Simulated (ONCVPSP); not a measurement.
# beryllium ONCV: all-electron and pseudo phase curves

beryllium, optimised norm-conserving Vanderbilt (ONCV), made with ONCVPSP 4.0.1 (PBE, scalar-relativistic). Core none, reference 1s2 2s2. Waves: 1s+2s: rc 0.75 bohr, ncon 3, nbas 6, qcut 16.2 1/bohr, 2 projectors; p scattering state at 0.1 Ha: rc 0.70 bohr, ncon 5, nbas 10, qcut 13 1/bohr, 2 projectors, debl 4 Ha; d scattering state at 0.4 Ha: rc 0.65 bohr, ncon 4, nbas 9, qcut 14.3 1/bohr, local. Local part: the d channel. Core correction: none.

The phase is arctan(r·R′/R) of the radial function R(r), unwrapped; energies in Ha, scanned from -5 to 5 Ha. A pole is an energy at which the radial function vanishes at the test radius. The pseudo phase is shifted by a multiple of π to meet the all-electron one at the reference energy, and phase errors are pseudo minus all-electron; the curves can meet again beyond the range given. Levels narrower than the energy grid can be missing from the lists of poles.

```csv
channel,radius (bohr),reference energy (Ha),"poles, all-electron","poles, pseudo",unbroken range about the reference energy with phases within 0.05 rad,phase error 1 Ha above the reference energy (rad)
s,0.76,-0.21,-2.46,-2.46,the whole range,+0.000
p,0.71,0.10,none,none,the whole range,-0.000
d,0.66,0.40,none,none,the whole range,+0.000
```

Phases in the s channel:

```tsv
E (Ha)	all-electron	pseudo
-4.96	-0.608	-0.608
-4.72	-0.780	-0.780
-4.48	-0.931	-0.931
-4.24	-1.059	-1.059
-4.00	-1.167	-1.167
-3.76	-1.258	-1.258
-3.52	-1.335	-1.335
-3.28	-1.401	-1.401
-3.04	-1.458	-1.458
-2.80	-1.508	-1.508
-2.56	-1.553	-1.553
-2.32	-1.593	-1.593
-2.08	-1.630	-1.630
-1.84	-1.664	-1.664
-1.60	-1.696	-1.696
-1.36	-1.727	-1.727
-1.12	-1.756	-1.756
-0.88	-1.784	-1.784
-0.64	-1.812	-1.812
-0.40	-1.839	-1.839
-0.16	-1.867	-1.867
0.08	-1.894	-1.894
0.32	-1.922	-1.922
0.56	-1.951	-1.951
0.80	-1.981	-1.981
1.04	-2.012	-2.012
1.28	-2.044	-2.044
1.52	-2.079	-2.079
1.76	-2.115	-2.115
2.00	-2.154	-2.154
2.24	-2.196	-2.196
2.48	-2.242	-2.241
2.72	-2.291	-2.290
2.96	-2.344	-2.344
3.20	-2.402	-2.402
3.44	-2.466	-2.466
3.68	-2.536	-2.535
3.92	-2.611	-2.611
4.16	-2.693	-2.692
4.40	-2.781	-2.780
4.64	-2.875	-2.873
4.88	-2.973	-2.971
```
